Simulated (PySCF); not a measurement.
Geometry (Å), atoms numbered from 1 in this order:
```xyz
5

Ni    0.000    0.000    0.000
F     0.469    1.018    1.461
F     1.682   -0.750   -0.022
F    -1.682    0.749    0.022
F    -0.469   -1.018   -1.461
```

Total charge -2.

Geometry: PBE0-D3(BJ)/def2-SVP; GIAO absolute shieldings from PySCF 2.14.0 with density-fitted response routines, gas phase, non-relativistic, averaged over equivalent atoms.

At PBE/pcSseg-1 (pcSseg-2 on Ni) (141 basis functions, 16 s wall time on 1 thread of an Arm Neoverse V1, shared host):
```
      atoms   σ (ppm)
        Ni1  -12564.3
F2/F3/F4/F5     836.2
```

Question: Estimate the result of repeating the calculation with PBE0/pcSseg-1 (pcSseg-2 on Ni).

Answer: 
| atoms | σ at PBE0/pcSseg-1 (pcSseg-2 on Ni) | change |
| --- | --- | --- |
| Ni1 | -22014.3 | -9450.0 |
| F2/F3/F4/F5 | 1065.2 | +229.0 |

The largest change is at Ni1 (Ni bonded to 4 F). Cost: 141 basis functions, 10 s wall time on 1 thread of an Arm Neoverse V1, shared host.
